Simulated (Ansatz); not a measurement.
Gas-phase electronic energies from Ansatz, PBE0-D4/def2-TZVP geometries. CBS: MP2 limit from def2 TZ/QZ plus the TZ coupled-cluster correction, frozen cores. This one scheme is used for every species. Functionals use def2-TZVPP. For Ge outer-core shells are correlated without core-valence functions, which leaves a few kJ/mol of doubt a bond. Scalar relativity is left out up to krypton. One conformer a species, not always the lowest.

Reaction (ligand exchange at a Ge–F bond): `C[NH][Ge]([F])([NH]C)[NH]C` + HCl → `C[NH][Ge]([Cl])([NH]C)[NH]C` + H–F

```json
{"level": "B2PLYP", "ΔE (kJ/mol)": "-0.5"}
{"level": "CCSD(T)/def2-SVP", "ΔE (kJ/mol)": "7.7"}
```

**Question.** What does CCSD(T)/CBS give? (Best estimate.)

**Answer.** Ansatz gave: -9.5 kJ/mol. The listed levels differ from it by 9.0, 17.2 kJ/mol.

Largest T1 diagnostic among the species: 0.011.

From r2SCAN to r2SCAN0 (25 % exact exchange), in def2-TZVPP and without D4, ΔE moves by −3.2 kJ/mol. In def2-TZVPP, CCSD(T) changes the Hartree–Fock value by −10.7 kJ/mol (the triples alone add −2.4 kJ/mol) and MP2 by −18.5 kJ/mol.

CCSD(T)/CBS has its own doubt, a few kJ/mol and more with outer-core shells, so smaller differences from it don't rank the levels.
